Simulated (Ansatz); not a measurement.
Cost and result for the atomization energy of CH₈AlNOSi (13 atoms, 13 bonds).

Z-matrix (Å, degrees):
```
N
Al 1 1.978
C 1 1.542 2 67.2
H 1 1.014 2 118.7 3 99.4
H 1 1.013 2 128.3 3 -105.4
H 2 1.583 1 113.9 3 110.6
H 2 1.591 1 108.5 3 -104.3
O 3 1.409 1 109.2 2 118.5
Si 3 1.869 1 113.7 2 -117.0
H 8 0.961 3 108.6 1 -99.4
H 9 1.483 3 109.2 1 165.8
H 9 1.490 3 108.2 1 46.5
H 9 1.493 3 112.4 1 -72.7
```

Charge 0, multiplicity 1. The bonds changed during the relaxation, so this is another structure than the one it started from. The geometry is a stationary point of PBE0-D4/def2-TZVP. It is one conformer, not always the lowest. Program: Ansatz. All runs use 4 threads of an Arm Neoverse V1 on a shared host. Times are those of one run each, without the atoms' runs, and a repeat can differ threefold. Electronic energies, without spin–orbit coupling; frozen cores. CCSD(T)/CBS adds CCSD(T) − MP2 in def2-TZVPP to the MP2 limit, and its time is that of the two runs behind it. T1 = 0.012. B3LYP takes the VWN-RPA correlation (the form of Gaussian; ORCA's B3LYP/G).

CCSD(T)/CBS is a level of theory with its own doubt, some kJ/mol a heavy atom from the limit and from the frozen cores, so smaller differences don't rank the functionals.

| level | functions | wall time | atomization (kJ/mol) | difference from CCSD(T)/CBS | per bond |
| --- | --- | --- | --- | --- | --- |
| PBE-D4/def2-TZVPP (with forces) | 289 | 3.5 s | 4219.4 | 36.6 | 2.8 |
| PBE0-D4/def2-TZVPP | 289 | 4.3 s | 4146.3 | -36.5 | -2.8 |
| r2SCAN-D4/def2-TZVPP (with forces) | 289 | 7 s | 4172.7 | -10.1 | -0.8 |
| B3LYP-D4/def2-TZVPP (with forces) | 289 | 7 s | 4174.6 | -8.2 | -0.6 |
| B2PLYP/def2-TZVPP | 289 | 8 s | 4114.0 | -68.8 | -5.3 |
| ωB97X-V/def2-TZVPP | 289 | 11 s | 4205.0 | 22.2 | 1.7 |
| ωB97M-V/def2-TZVPP (with forces) | 289 | 16 s | 4194.4 | 11.6 | 0.9 |
| MP2/def2-QZVPP | 551 | 33 s | 4165.2 | -17.6 | -1.3 |
| CCSD(T)/def2-TZVPP | 289 | 4.1 min | 4057.5 | -125.3 | -9.6 |
| CCSD(T)/CBS(def2) | – | 4.7 min | 4182.8 | 0.0 | 0.0 |

The D4 term adds +47.9 kJ/mol with B3LYP and +25.2 kJ/mol with PBE0; it sums over pairs of atoms, weighted by their polarisabilities, and B3LYP, whose exchange is more repulsive, gets the larger term. In def2-TZVPP, CCSD(T) changes the Hartree–Fock value by +1137.8 kJ/mol (the triples alone add +61.4 kJ/mol) and MP2 by +1170.9 kJ/mol; breaking electron pairs costs correlation energy, which Hartree–Fock lacks. From PBE to PBE0 (25 % exact exchange), in def2-TZVPP and without D4, the atomization energy moves by −68.5 kJ/mol: exact exchange takes away binding that semilocal exchange gives to molecules.
